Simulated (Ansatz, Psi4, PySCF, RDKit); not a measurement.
Dimer: hydrogen isocyanide (SMILES [C-]#[NH+]) (first 3 atoms) with hydrogen isocyanide (SMILES [C-]#[NH+]); geometry from B3LYP-D3(BJ)/def2-TZVP, rigid monomers moved along the line of their centres of mass till H3···C4 is 1.85 Å.
(charge 0, multiplicity 1):
```xyz
6

C     -0.217     0.394    -1.131
N     -0.116     0.330     0.026
H     -0.028     0.275     1.036
C      0.131     0.175     2.874
N      0.231     0.112     4.027
H      0.318     0.059     5.020
```

```csv
level,interaction energy (kcal/mol),"minus CCSD(T)/CBS(aug-cc-pVDZ, aug-cc-pVTZ)",cost
UFF,77.18,83.71,-
HF/STO-3G (no counterpoise),-6.66,-0.14,-
HF/aug-cc-pVDZ,-2.88,3.64,-
PBE-D4/def2-TZVPPD,-7.57,-1.05,×1
BP86/6-31G* (no counterpoise),-8.49,-1.97,-
r2SCAN/def2-TZVPPD,-6.36,0.16,×2
B3LYP/6-31G* (no counterpoise),-8.36,-1.83,-
wB97X-V/def2-TZVPPD,-6.13,0.39,×3
MP2/6-31G*,-5.76,0.76,-
MP2/aug-cc-pVDZ,-6.55,-0.03,-
"MP2/CBS(aug-cc-pVDZ, aug-cc-pVTZ)",-7.39,-0.86,-
CCSD/aug-cc-pVDZ,-4.97,1.55,-
"CCSD(T)/CBS(aug-cc-pVDZ, aug-cc-pVTZ)",-6.52,0.00,×400*
SAPT0/jun-cc-pV(D+d)Z,-5.71,0.82,-
```

 The comparison column counts from a level with limits of its own.

The rows run from -8.49 (BP86/6-31G* (no counterpoise)) to 77.18 kcal/mol (UFF).

Monomers are frozen at their geometry in the pair; levels with a basis set take the counterpoise correction. Rows marked so take none. RDKit's UFF carries no charges.

Frozen-core correlation. CBS: X⁻³ extrapolation of the correlation energy, Hartree–Fock from the larger set. Rows in 6-31G*, STO-3G carry no dispersion term and start afresh at each structure (6-31G* with six Cartesian d functions). MP2/6-31G* freezes PySCF's default core.

The values were computed with Ansatz (a program for electronic structure); Psi4 for SAPT; PySCF for 6-31G* rows, STO-3G rows, the dispersion terms; RDKit for the force fields. Values without a source in brackets are computed.

Costs are rough ratios of core time to PBE/def2-TZVPPD (about 2.9 s over the structures, on one shared machine); a dash marks a level with no comparable run of its own. A star marks coupled-cluster runs past 200 virtual orbitals, where the program's memory plan changes under this machine's limit, so their costs aren't comparable with smaller runs.
